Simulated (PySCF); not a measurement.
**Telling isomers of C₇H₁₀OP₂ apart by NMR**

[PySCF: geometry: GFN2-xTB; PBE0/pcSseg-1 with gauge-including orbitals; gas phase; fast rotation and ring inversion assumed for equivalent nuclei; a single conformation; relativity neglected]

Shifts are taken against calculated references (same method and geometry level): TMS for 1H (31.72 ppm), 13C (186.93 ppm). Splittings of carbon signals by F and P are missing where no couplings were computed. Where no couplings were computed, multiplicities follow the n + 1 count of equivalent neighbours, and m marks all less simple cases (inequivalent or close neighbours, rings, F or P nearby). Shifts are as computed. Against solution values, carbons near 30 ppm lie about +3 ppm off and those near 130 ppm about +5 ppm. Of 1211 compounds with measured shifts, 218 miss one by over three times the rms of a fit or turn the order of signals round; such compounds aren't used in these exercises.

(1) Tabulate the signals of `CCc1cc(OC)pcp1`, `CCc1ccpc(OC)p1` and their relative energies.

(2) What is the quickest way to tell CCc1cc(OC)pcp1 from CCc1ccpc(OC)p1?

Results:

(1) 
```json
{"SMILES": "CCc1cc(OC)pcp1", "carbon types": "2×C 2×CH 1×CH2 2×CH3", "δC": "205.1, 194.5, 188.1, 130.6, 60.0, 39.7, 25.6", "δH": "10.71 (m, 1H), 8.00 (m, 1H), 4.27 (s, 3H), 3.15 (m, 2H), 1.32 (t, 3H)", "E rel. (kcal/mol)": "0.0"}
{"SMILES": "CCc1ccpc(OC)p1", "carbon types": "2×C 2×CH 1×CH2 2×CH3", "δC": "245.2, 193.4, 159.7, 135.4, 60.4, 39.5, 25.5", "δH": "9.07 (m, 1H), 8.04 (m, 1H), 4.25 (s, 3H), 3.07 (m, 2H), 1.30 (t, 3H)", "E rel. (kcal/mol)": "3.9"}
```

Energies are electronic energies at PBE0/pcSseg-1 on these geometries, without zero-point or thermal terms, each for the one conformer computed, which needn't be the lowest.

(2) Both give the same number of carbon signals, with the same numbers of each carbon type, so the positions decide. The first has an aromatic CH at 194.5 ppm, the second an aromatic carbon bearing oxygen (C) at 245.2 ppm. Their most deshielded carbons lie at 205.1 and 245.2 ppm. In the proton spectra the most deshielded non-exchanging signals are 10.71 (m, 1H) and 9.07 (m, 1H).
